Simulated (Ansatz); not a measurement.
Q: Name a neutral molecule of Cl, F, Ge, Si and H with LUMO energy (B3LYP/def2-TZVPP) between -1.15 and -0.85 eV and size of the dipole moment (PBE/def2-TZVPP) between 2.10 and 2.40 D (Ansatz, PBE0-D4/def2-TZVP geometry).

A: `[F][GeH2][SiH2]Cl` (-1.14 eV, 2.29 D). Other molecules can fit too; these were computed, each in one conformer that needn't be the lowest.

B3LYP here is the variant with VWN-RPA as its local correlation; programs differ in this.
